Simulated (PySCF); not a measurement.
## `FC[C@@]1(Cl)COC[C@H]1F`, C5H7ClF2O

Geometry:
```csv
atom,x (Å),y (Å),z (Å)
F1,-2.123,-1.384,1.131
C2,-1.252,-1.365,0.078
C3,-0.663,0.030,-0.089
Cl4,-1.932,1.133,-0.714
C5,-0.076,0.610,1.207
O6,0.918,1.513,0.795
C7,1.586,0.923,-0.293
C8,0.541,0.082,-1.054
F9,1.041,-1.176,-1.298
H10,-1.806,-1.669,-0.815
H11,-0.464,-2.092,0.300
H12,0.357,-0.209,1.802
H13,-0.806,1.150,1.808
H14,2.380,0.246,0.053
H15,2.022,1.720,-0.894
H16,0.270,0.496,-2.028
```

The calculation used TDDFT CAM-B3LYP/def2-SVPD circular dichroism and optical rotation, one conformer, gas phase (PySCF). Geometry: GFN2-xTB.

The molecule is flexible and this is one conformer; a measurement averages over conformers.

Question: Draw the ECD and absorption spectra from the lowest 12 states, each a Gaussian of half-width 0.2 eV at 1/e height.

Answer: 
| E (eV) | λ (nm) | Δε (L mol⁻¹ cm⁻¹) | ε (L mol⁻¹ cm⁻¹) |
| --- | --- | --- | --- |
| 6.41 | 193 | -0.01 | 0.668 |
| 6.56 | 189 | -0.19 | 16.2 |
| 6.71 | 185 | -1.51 | 127 |
| 6.86 | 181 | -4.00 | 331 |
| 7.01 | 177 | -4.23 | 308 |
| 7.16 | 173 | -3.07 | 176 |
| 7.31 | 170 | -1.39 | 342 |
| 7.46 | 166 | +0.36 | 1250 |
| 7.61 | 163 | +0.05 | 2040 |
| 7.76 | 160 | -0.97 | 1390 |
| 7.91 | 157 | -1.24 | 447 |
| 8.06 | 154 | -7.94 | 661 |
| 8.21 | 151 | -25.09 | 2280 |
| 8.36 | 148 | -8.92 | 3640 |
| 8.51 | 146 | +50.00 | 5170 |
| 8.66 | 143 | +53.55 | 6820 |
| 8.81 | 141 | +2.52 | 6210 |

Δε uses R in velocity form, ε uses f in length form. Only the states computed contribute, so the short-wavelength end is incomplete.
